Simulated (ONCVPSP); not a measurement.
**W (Z = 74), ONCV: configuration errors across variants**

```
Element                 : tungsten
Generator               : ONCVPSP 4.0.1
Type                    : optimised norm-conserving Vanderbilt (ONCV)
Functional              : LDA (Perdew-Wang 92)
Relativity              : scalar-relativistic
Frozen core             : [Kr] 4d10
Valence charge          : 28
Reference configuration : 4f14 5s2 5p6 5d4 6s2
Partial waves           : 5s+6s: rc 1.55 bohr, ncon 3, nbas 8, qcut 8.8 1/bohr, 2 projectors; 5p: rc 2.05 bohr, ncon 3, nbas 8, qcut 6.5 1/bohr, 1 projector; 5d: rc 2.20 bohr, ncon 3, nbas 8, qcut 7.1 1/bohr, 2 projectors, debl 2.9 Ha; 4f: rc 0.60 bohr, ncon 4, nbas 9, qcut 28.2 1/bohr, 2 projectors, debl 0.8 Ha
Local potential         : polynomial inside 0.40 bohr (lpopt 5, dvloc0 0 Ha)
Core correction         : Teter function, fcfact 3.5, rcfact 1.2
```

In the f channel the program set the typed energies aside and used -1.230, 0.250 Ha.

All-electron excitation energies from the reference (eV): (1) 4f14 5s2 5p6 5d4 6s1 9.125; (2) 4f14 5s2 5p6 5d4 6s0 25.144; (3) 4f14 5s2 5p6 5d3 6s0 50.849; (4) 4f14 5s2 5p6 5d4.5 6s1.5 0.694.

1 further variants failed, have other tests or too few solved ones, and are left out.

A true bound ghost makes a file unfit for plane-wave use even where its test errors are small: the radial tests pick states by their node count and pass the ghost by.

Errors AE − PS in meV (a dash: test not solved or not reliable):

| change | (1) | (2) | (3) | (4) | bound ghosts | GHOST(+) flags above zero |
| --- | --- | --- | --- | --- | --- | --- |
| base | -3.2 | -9.1 | -9.6 | -2.1 | s, p, d | none |
| local potential polynomial inside 0.40 bohr (lpopt 5, dvloc0 3 Ha) | -3.2 | -9.1 | -9.7 | -2.1 | s, p, d | none |
| core correction Teter function, fcfact 6.7, rcfact 1.2 | -3.2 | -9.2 | -9.7 | -2.1 | s, p, d | none |
| d: rc 3.12 | -2.9 | -9.9 | -3.0 | +0.8 | s, p, d | none |
| core correction Teter function, fcfact 3.5, rcfact 1.08 | -3.2 | -9.0 | -9.6 | -2.1 | s, p, d | none |
| p: rc 2.82 | -3.3 | -9.5 | -12 | -2.1 | s, p, d | none |
| f: qcut 36 | -3.2 | -9.1 | -9.7 | -2.1 | s, p, d | none |
| p: ncon 5, nbas 10 | -3.2 | -9.1 | -10.0 | -2.1 | s, p, d | none |

Question: Give the same row for: local potential polynomial inside 0.45 bohr (lpopt 5, dvloc0 0 Ha).

Answer: -3.1, -8.8, -9.4, -2.0; bound ghosts: s, p, d; GHOST(+) flags above zero: none.
